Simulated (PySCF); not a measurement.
H₇B₃N₃ (cation, charge +1), SMILES B1NBNB[NH2+]1, CAM-B3LYP/def2-SVP optimised geometry.

```
13

B     -0.88    -1.28     0.00
N      0.57    -1.28     0.00
B      1.37    -0.15     0.00
N      0.63     1.21    -0.01
B     -0.91     1.23     0.00
N     -1.54     0.00     0.00
H     -1.50    -2.30     0.00
H      1.03    -2.19     0.00
H      2.56    -0.12     0.00
H      0.97     1.76    -0.81
H      0.98     1.77     0.79
H     -1.44     2.30     0.00
H     -2.56    -0.01     0.00
```

Density from CAM-B3LYP/def2-TZVP in PySCF at that geometry.

Minimum of the electron density along straight lines between bonded atoms, close to the bond critical point (lines longer than 1.1 times the sum of covalent radii, or with two minima, are not listed):

```json
[
 {"bond": "B1–N2", "length / Å": "1.442", "ρ at the minimum / e bohr⁻³": "0.199", "∇²ρ there / e bohr⁻⁵": "0.37", "position (fraction from the first atom)": "0.33"},
 {"bond": "N2–B3", "length / Å": "1.383", "ρ at the minimum / e bohr⁻³": "0.230", "∇²ρ there / e bohr⁻⁵": "0.51", "position (fraction from the first atom)": "0.67"},
 {"bond": "B3–N4", "length / Å": "1.545", "ρ at the minimum / e bohr⁻³": "0.158", "∇²ρ there / e bohr⁻⁵": "0.23", "position (fraction from the first atom)": "0.32"},
 {"bond": "N4–B5", "length / Å": "1.545", "ρ at the minimum / e bohr⁻³": "0.158", "∇²ρ there / e bohr⁻⁵": "0.23", "position (fraction from the first atom)": "0.68"},
 {"bond": "B1–N6", "length / Å": "1.442", "ρ at the minimum / e bohr⁻³": "0.199", "∇²ρ there / e bohr⁻⁵": "0.37", "position (fraction from the first atom)": "0.33"},
 {"bond": "B5–N6", "length / Å": "1.383", "ρ at the minimum / e bohr⁻³": "0.230", "∇²ρ there / e bohr⁻⁵": "0.51", "position (fraction from the first atom)": "0.33"},
 {"bond": "B1–H7", "length / Å": "1.195", "ρ at the minimum / e bohr⁻³": "0.195", "∇²ρ there / e bohr⁻⁵": "-0.52", "position (fraction from the first atom)": "0.44"},
 {"bond": "N2–H8", "length / Å": "1.018", "ρ at the minimum / e bohr⁻³": "0.332", "∇²ρ there / e bohr⁻⁵": "-1.75", "position (fraction from the first atom)": "0.75"},
 {"bond": "B3–H9", "length / Å": "1.194", "ρ at the minimum / e bohr⁻³": "0.196", "∇²ρ there / e bohr⁻⁵": "-0.53", "position (fraction from the first atom)": "0.45"},
 {"bond": "N4–H10", "length / Å": "1.033", "ρ at the minimum / e bohr⁻³": "0.318", "∇²ρ there / e bohr⁻⁵": "-1.60", "position (fraction from the first atom)": "0.75"},
 {"bond": "N4–H11", "length / Å": "1.033", "ρ at the minimum / e bohr⁻³": "0.318", "∇²ρ there / e bohr⁻⁵": "-1.60", "position (fraction from the first atom)": "0.75"},
 {"bond": "B5–H12", "length / Å": "1.194", "ρ at the minimum / e bohr⁻³": "0.196", "∇²ρ there / e bohr⁻⁵": "-0.53", "position (fraction from the first atom)": "0.45"},
 {"bond": "N6–H13", "length / Å": "1.018", "ρ at the minimum / e bohr⁻³": "0.332", "∇²ρ there / e bohr⁻⁵": "-1.75", "position (fraction from the first atom)": "0.75"}
]
```
